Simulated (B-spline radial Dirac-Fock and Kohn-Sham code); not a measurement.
Atomic SCF run for Sb⁷⁺

ΔSCF core binding energies without Breit or QED terms, calculated with a radial B-spline solver. Keys: rel is the Hamiltonian (dirac, or spin-free x2c and nr, where L3 and M5 stand for the whole 2p and 3d shells), method is hf or an exchange,correlation pair (spin-unpolarised, also for the hole states), nuc the nuclear model, radius_factor scales its radius, rmax is the box in bohr, h the logarithmic mesh step, order the B-spline order, points the quadrature points per cell, c_factor scales the speed of light, and damp, ndamp, maxit and tol steer the iteration. The run stops when the commutator error falls below 10·tol·max(1, Z/10), or the numerical noise floor, and the energy has settled to about 1e-8 Ha; the virial ratio is −V/T.

Input (task.json):

```json
{"items": [{"Z": 51, "q": 7, "cfg": [[1, 0, 2], [2, 0, 2], [2, 1, 6], [3, 0, 2], [3, 1, 6], [3, 2, 10], [4, 0, 2], [4, 1, 6], [4, 2, 8]], "A": 121, "rrms": 4.6802, "do": "settings", "holes": ["K", "L3", "M5"],
  "settings": [{"rel": "dirac", "method": "hf", "nuc": "fermi", "radius_factor": 1.0, "rmax": 45.0, "h": 0.3, "order": 9, "points": 10, "c_factor": 1.0, "maxit": 60, "damp": 0.5, "ndamp": 3, "tol": 1e-08}]}]}
```

Command: `python xray2_run.py task.json out`

Ground-state iterations:

```
iter   energy (Ha)        error
   1    -6446.97400969  1.81e+00
   2    -6463.94836957  5.61e-01
   3    -6466.96709270  1.66e-01
   4    -6467.25794935  5.51e-02
   5    -6467.28522620  1.95e-02
   6    -6467.28969856  2.12e-03
   7    -6467.28973197  1.11e-04
   8    -6467.28973203  1.14e-05
   9    -6467.28973203  8.44e-07
  10    -6467.28973203  4.17e-08
```

The ground state converged in 10 iterations, with total energy -6467.28973 Ha, virial ratio 1.94753 and highest orbital energy -142.14 eV. ΔSCF binding energies: K (1s) 30714.7 eV, L3 (2p3/2) 4262.4 eV. Holes are computed only in closed shells, and unreliable hole states are left out.
